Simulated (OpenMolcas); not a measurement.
Au3+: moving or changing the point charges

Au3+ among 4 point charges of -2 e arranged as a tetrahedron (Td), 1.79 Å from the ion.

```yaml
Program: OpenMolcas
Method: "SS-CASPT2, IPEA 0.25 Eh, imaginary shift 0.1 Eh (closed shells correlated: 4f 5s 5p)"
Basis: ANO-RCC-VDZP [7s6p4d2f]
Scalar_Hamiltonian: DKH2, point nucleus
Active_space: 8 electrons in 5 orbitals (5d)
State_averaging: 2S+1 = 3 even, 10 roots; 2S+1 = 1 even, 15 roots
Spin-orbit_coupling: state interaction with AMFI integrals over the reference wave functions
```

Runs around this geometry, states (labels of Td). Energies in cm-1 above the lowest state or level, χT in cm3 K/mol; under a threefold ground state the first gap can be a small split of the lowest multiplet, not the spin-orbit step; 10Dq and B are least-squares fits to the states below 45000 cm-1, weighted by degeneracy, with a free offset, and given where the rms deviation is under 5 % of |10Dq| (or 100 cm-1) and under 700 cm-1; 10Dq is negative for this site.

```tsv
R (Å)	q (e)	Ground state	First state of that spin	10Dq	B (rms of fit)	First gap with spin-orbit (degeneracies)	χT at 300 K	First state of another spin
1.79	-1.3	3T1	3T2 3050			930 (1, 3)	1.699	1T2 10840
1.64	-2	3T1	3T2 5530	-6507	741 (306)	1350 (1, 3)	1.166	1T2 11280
1.79	-2	3T1	3T2 4050			1140 (1, 3)	1.402	1T2 11000
1.95	-2	3T1	3T2 3010			910 (1, 3)	1.732	1T2 10780
```

Taking the first state of the same spin as R^-n, n = -ln(3010 / 5530) / ln(1.95 / 1.64) = 3.5 between the shortest and longest distance.

Scaling the charges by -1.3 / -2 = 0.65 scales the first state of the same spin by 3050 / 4050 = 0.75; with fixed orbitals a first-order splitting would follow the charge.

Roots that are degenerate in the reference are averaged as groups; the widest CASPT2 spread within a group is 350 cm-1 (the 3-fold group of multiplicity 3 near 4050 cm-1 above the lowest state of its run, R = 1.79, q = -2). Shifts and gaps below about the spread of the groups concerned are not significant. An orbital triplet at a regular site is open to Jahn-Teller coupling, which can distort the site and quench the lowest spin-orbit gaps and is left out. Real 4d8 and 5d8 ions are as a rule square planar and diamagnetic. Free-ion shares, where given, are those of the reference states; single-state CASPT2 does not remix them. This is an electrostatic model: the charges have no orbitals. No measured value stands beside these numbers.
